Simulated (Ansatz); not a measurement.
Start from `C[Si](C)(F)BF` and change one atom or group to get `C[Si](C)(F)Br`.

Ansatz, PBE0-D4/def2-TZVP geometries, multiplicity 1. Each molecule was computed in one conformer, which needn't be the lowest.

Scalar relativity is left out up to krypton.

```
                             property  `C[Si](C)(F)BF`
  LUMO energy (B3LYP/def2-TZVPP) / eV            -1.88
 HOMO–LUMO gap (PBE0/def2-TZVPP) / eV             6.03
HOMO–LUMO gap (B3LYP/def2-TZVPP) / eV             5.63
LUMO energy (ωB97M-V/def2-TZVPP) / eV             0.31
    LUMO energy (PBE/def2-TZVPP) / eV            -2.63
   HOMO energy (PBE0/def2-TZVPP) / eV            -7.69
```

Question: What does the change do to each property? (An estimate is asked.)

Answer: Ansatz gave: 
```csv
property,`C[Si](C)(F)Br`,shift
LUMO energy (B3LYP/def2-TZVPP) / eV,0.53,2.41
HOMO–LUMO gap (PBE0/def2-TZVPP) / eV,9.15,3.12
HOMO–LUMO gap (B3LYP/def2-TZVPP) / eV,8.57,2.94
LUMO energy (ωB97M-V/def2-TZVPP) / eV,2.29,1.98
LUMO energy (PBE/def2-TZVPP) / eV,-0.01,2.62
HOMO energy (PBE0/def2-TZVPP) / eV,-8.29,-0.60
```

With PBE0 the HOMO falls by 0.60 eV and the LUMO rises by 2.53 eV, so the gap widens by about 3.13 eV. PBE moves the HOMO by -0.66 eV and ωB97M-V by -0.65 eV.

B3LYP here is the variant with VWN-RPA as its local correlation; programs differ in this.

Spin–orbit coupling is left out; it splits and shifts lone-pair levels of the heavy atoms by tenths of an eV.
